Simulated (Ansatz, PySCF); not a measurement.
C3H6OSi2, SMILES O=C[Si@H]1C=C[SiH2]1. Atoms are numbered in the order given.

```xyz
12

O      2.9951    -0.4198     0.2832
C      1.9461    -0.3885    -0.3089
Si     0.3977     0.5621     0.3456
C     -0.7482     1.1362    -1.0434
C     -1.8299     0.3205    -0.9755
Si    -1.5318    -0.7609     0.5461
H      1.8190    -0.9600    -1.2733
H      0.8428     1.5531     1.3687
H     -0.6300     1.9160    -1.8082
H     -2.6639     0.3650    -1.6891
H     -1.4717    -2.2369     0.3096
H     -2.4616    -0.5029     1.6882
```
Charge 0, spin multiplicity 1.

Geometry: PBE0-D3(BJ)/def2-SVP. The structure was generated by enumeration; whether it is a known compound was not checked. The values are those of a single conformer.

Two levels are set side by side: PBE-D3(BJ)/def2-SVP (Ansatz, an electronic-structure program) and PBE0-D3(BJ)/def2-SVP (Ansatz). Each level has its own optimised geometry; the coordinates shown are those of the second. Frequencies come from the Hessian of PySCF at each geometry. Differences are taken from unrounded values.

```json
[
 {"quantity": "mean bond length (Å)", "PBE0-D3(BJ)": "1.536", "PBE-D3(BJ)": "1.547", "PBE-D3(BJ) minus PBE0-D3(BJ)": "0.011"},
 {"quantity": "bond O1–C2 (Å)", "PBE0-D3(BJ)": "1.205", "PBE-D3(BJ)": "1.217", "PBE-D3(BJ) minus PBE0-D3(BJ)": "0.012"},
 {"quantity": "bond C2–Si3 (Å)", "PBE0-D3(BJ)": "1.931", "PBE-D3(BJ)": "1.945", "PBE-D3(BJ) minus PBE0-D3(BJ)": "0.014"},
 {"quantity": "bond Si3–C4 (Å)", "PBE0-D3(BJ)": "1.890", "PBE-D3(BJ)": "1.900", "PBE-D3(BJ) minus PBE0-D3(BJ)": "0.010"},
 {"quantity": "bond Si3–Si6 (Å)", "PBE0-D3(BJ)": "2.348", "PBE-D3(BJ)": "2.364", "PBE-D3(BJ) minus PBE0-D3(BJ)": "0.016"},
 {"quantity": "bond C4–C5 (Å)", "PBE0-D3(BJ)": "1.357", "PBE-D3(BJ)": "1.367", "PBE-D3(BJ) minus PBE0-D3(BJ)": "0.011"},
 {"quantity": "bond C5–Si6 (Å)", "PBE0-D3(BJ)": "1.890", "PBE-D3(BJ)": "1.900", "PBE-D3(BJ) minus PBE0-D3(BJ)": "0.009"},
 {"quantity": "bond C2–H7 (Å)", "PBE0-D3(BJ)": "1.128", "PBE-D3(BJ)": "1.140", "PBE-D3(BJ) minus PBE0-D3(BJ)": "0.012"},
 {"quantity": "bond Si3–H8 (Å)", "PBE0-D3(BJ)": "1.492", "PBE-D3(BJ)": "1.504", "PBE-D3(BJ) minus PBE0-D3(BJ)": "0.011"},
 {"quantity": "bond C4–H9 (Å)", "PBE0-D3(BJ)": "1.099", "PBE-D3(BJ)": "1.107", "PBE-D3(BJ) minus PBE0-D3(BJ)": "0.008"},
 {"quantity": "bond C5–H10 (Å)", "PBE0-D3(BJ)": "1.099", "PBE-D3(BJ)": "1.107", "PBE-D3(BJ) minus PBE0-D3(BJ)": "0.008"},
 {"quantity": "bond Si6–H11 (Å)", "PBE0-D3(BJ)": "1.496", "PBE-D3(BJ)": "1.507", "PBE-D3(BJ) minus PBE0-D3(BJ)": "0.011"},
 {"quantity": "bond Si6–H12 (Å)", "PBE0-D3(BJ)": "1.495", "PBE-D3(BJ)": "1.506", "PBE-D3(BJ) minus PBE0-D3(BJ)": "0.011"},
 {"quantity": "highest harmonic wavenumber (cm⁻¹)", "PBE0-D3(BJ)": "3170", "PBE-D3(BJ)": "3073", "PBE-D3(BJ) minus PBE0-D3(BJ)": "-97"},
 {"quantity": "mean harmonic wavenumber (cm⁻¹)", "PBE0-D3(BJ)": "1121", "PBE-D3(BJ)": "1077", "PBE-D3(BJ) minus PBE0-D3(BJ)": "-44"},
 {"quantity": "zero-point energy (kcal/mol)", "PBE0-D3(BJ)": "48.07", "PBE-D3(BJ)": "46.20", "PBE-D3(BJ) minus PBE0-D3(BJ)": "-1.87"}
]
```

GGA bonds tend to be longer and softer than those of functionals with exact exchange. Differences between two approximate levels are no errors against the true value.
